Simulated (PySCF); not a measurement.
TlS⁺: frontier orbitals

PBE0 at R = 3.216 Å; basis Tl def2-SVPD with ECP60, S def2-SVPD; scalar-relativistic core potentials; PySCF 2.14. State: ³Σ⁻ (triplet), unpaired electrons π ↑↑. Only the outer orbitals are listed, counted within each symmetry, core potentials removing the inner ones.

```
spin  orbital  occ.  ε (eV)  on Tl (%)  main shells (%)
   α       8σ     1  -16.51         89   90 Tl s, 9 S p
   α       4π     1  -14.57          0          100 S p
   α       4π     1  -14.57          0          100 S p
   α       9σ     1  -13.29         12   89 S p, 8 Tl s
   α       5π     0   -6.85         98          98 Tl p
   α       5π     0   -6.85         98          98 Tl p
   α      10σ     0   -6.20         96          96 Tl p
   β       8σ     1  -16.47         93          93 Tl s
   β       9σ     1  -12.51         12           88 S p
   β       4π     0   -9.38          3           97 S p
   β       4π     0   -9.38          3           97 S p
   β       5π     0   -6.78         97          97 Tl p
```

Task: Which are the highest filled and the lowest empty level, where do they sit, and how wide is the gap?

Result: Highest filled β 9σ at -12.51 eV (in %: 88 S p); lowest empty β 4π at -9.38 eV (in %: 97 S p); the gap at PBE0 is 3.13 eV.

```
bond order (Mayer)                                                                                                : 0.23
⟨S²⟩                                                                                                              : 2.006
charge on Tl (Mulliken, basis-dependent)                                                                          : 0.93
charge on Tl (Löwdin, basis-dependent)                                                                            : 0.84
dipole moment (positive dipole points towards S; it is taken about the centre of mass and depends on that origin) : 0.91 D
polarisability along the bond                                                                                     : 67.7 bohr³
polarisability across the bond                                                                                    : 35.0 bohr³
```

Spin–orbit coupling is left out, which matters for elements this heavy, above all for dissociation energies. The state was picked by a PBE0 search and need not be the measured ground state.
